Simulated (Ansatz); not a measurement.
Input file for Ansatz (an electronic-structure program): R-B3LYP/def2-TZVPP on H3InO2 (SMILES [OH][InH][OH]), a point of a torsion scan. Elements past Kr take the def2 small-core potentials; no spin–orbit coupling.

Ansatz 0.2 input:
```yaml
crystal:
  periodic: [false, false, false]
  atoms:
    - {symbol: O, position_ang: [-1.81988357, -0.40166110, 0.33417538]}
    - {symbol: In, position_ang: [-0.24768752, 0.62385020, 0.78444785]}
    - {symbol: O, position_ang: [0.26524732, 1.68784322, -0.75757863]}
    - {symbol: H, position_ang: [-1.81330860, -0.59191911, -0.60548046]}
    - {symbol: H, position_ang: [0.46627156, 0.63726242, 2.30124127]}
    - {symbol: H, position_ang: [1.01497774, 2.27591393, -0.69932863]}
basis:
  gaussian:
    orbitals: def2-TZVPP
hamiltonian:
  xc: {name: B3LYP}
scf: {lower_state_search: off}
```

The head of its log:

```
WARN ansatz: RAYON_NUM_THREADS=1 ignored (pool sized by the plan → 1); use --threads N
Functional definition: B3LYP
these checks for a lower state are left out or cut short: stability, starts, cluster_reference, orbital_swaps, neighbouring_geometries, increment
integrals: 0.06 GiB planned
944 factors; their error is unknown
mean field: 0.56 GiB planned
mean field evaluation 1: about -9307.8112 eV, gradient 9.0e1 eV
mean field evaluation 2: about -9230.6496 eV, gradient 2.0e2 eV
```

Problem. Predict the final total energy.

Solution. -342.5465 hartree.
